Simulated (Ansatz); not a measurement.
C₂H₈AlFS, SMILES `[CH3][Al-]([CH3])([F])[SH2+]` at its PBE0-D4/def2-TZVP geometry, where that method's forces vanish. Total charge 0; spin multiplicity 1.

```json
{"atom": "C1", "x (Å)": "-0.3806", "y (Å)": "0.3292", "z (Å)": "-1.7020"}
{"atom": "Al2", "x (Å)": "0.2151", "y (Å)": "-0.5490", "z (Å)": "-0.0569"}
{"atom": "C3", "x (Å)": "-1.0198", "y (Å)": "-1.1548", "z (Å)": "1.3293"}
{"atom": "F4", "x (Å)": "1.6883", "y (Å)": "-1.3487", "z (Å)": "-0.1509"}
{"atom": "S5", "x (Å)": "1.3722", "y (Å)": "1.4578", "z (Å)": "1.1409"}
{"atom": "H6", "x (Å)": "-1.1185", "y (Å)": "1.1146", "z (Å)": "-1.5064"}
{"atom": "H7", "x (Å)": "0.4460", "y (Å)": "0.7763", "z (Å)": "-2.2628"}
{"atom": "H8", "x (Å)": "-0.8627", "y (Å)": "-0.3904", "z (Å)": "-2.3727"}
{"atom": "H9", "x (Å)": "-1.5817", "y (Å)": "-2.0344", "z (Å)": "0.9969"}
{"atom": "H10", "x (Å)": "-1.7584", "y (Å)": "-0.3873", "z (Å)": "1.5830"}
{"atom": "H11", "x (Å)": "-0.5020", "y (Å)": "-1.4361", "z (Å)": "2.2508"}
{"atom": "H12", "x (Å)": "2.5069", "y (Å)": "1.2020", "z (Å)": "0.4676"}
{"atom": "H13", "x (Å)": "0.9951", "y (Å)": "2.4210", "z (Å)": "0.2832"}
```

Task: For each bond, give half the difference of the two atoms' forces along it (eV/Å; positive pushes the atoms apart) under PBE-D4, r2SCAN-D4, B3LYP-D4, ωB97M-V in def2-TZVPP. (Estimate.)

Result: Computed: 
```tsv
bond	length (Å)	PBE-D4	r2SCAN-D4	B3LYP-D4	ωB97M-V
C1–Al2	1.958	-0.11	-0.03	0.01	-0.03
C1–H6	1.095	0.11	0.00	-0.03	-0.03
C1–H7	1.094	0.11	0.01	-0.03	-0.04
C1–H8	1.096	0.12	0.00	-0.04	-0.05
Al2–C3	1.953	-0.10	-0.03	0.01	-0.03
Al2–F4	1.679	0.39	0.03	0.10	0.11
Al2–S5	2.608	0.03	0.00	0.08	0.10
C3–H9	1.095	0.12	-0.01	-0.04	-0.05
C3–H10	1.095	0.11	0.01	-0.03	-0.03
C3–H11	1.094	0.11	0.00	-0.04	-0.04
S5–H12	1.344	0.26	0.02	-0.02	-0.09
S5–H13	1.344	0.26	0.02	-0.02	-0.10
```

B3LYP here is the variant with VWN-RPA as its local correlation; programs differ in this.
